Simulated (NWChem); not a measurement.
# CH6BNO; SMILES CB(N)O

```xyz
10

B     -0.0146     0.0735     0.0044
C      0.1278    -1.5060     0.0006
H      1.1713    -1.8542    -0.0189
H     -0.3823    -1.9439    -0.8745
H     -0.3497    -1.9451     0.8933
O     -1.2477     0.6861     0.0247
H     -1.9686     0.0530     0.0366
N      1.1088     0.9196    -0.0123
H      1.0201     1.9269    -0.0124
H      2.0586     0.5816    -0.0312
```
Atoms are numbered in this order, from 1.

All runs: NWChem. Geometry optimised at PBE0/def2-SVP; all other runs use it. Pople sets run with spherical d functions. Vzz has the sign of the potential's second derivative.

```tsv
quantity	level	value
Vzz O6 (a.u.)	B3LYP/cc-pVTZ	1.347
orbital gap (eV)	M06-2X/6-31G*	11.88
vertical ionisation energy, ΔSCF (eV)	B3LYP/6-31G*	9.66
charge (e), ESP N8	Hartree-Fock/6-31G*	-1.11
dipole (D)	PBE0/def2-SVP	0.79
highest harmonic frequency (cm⁻¹)	PBE0/def2-SVP	3949
```
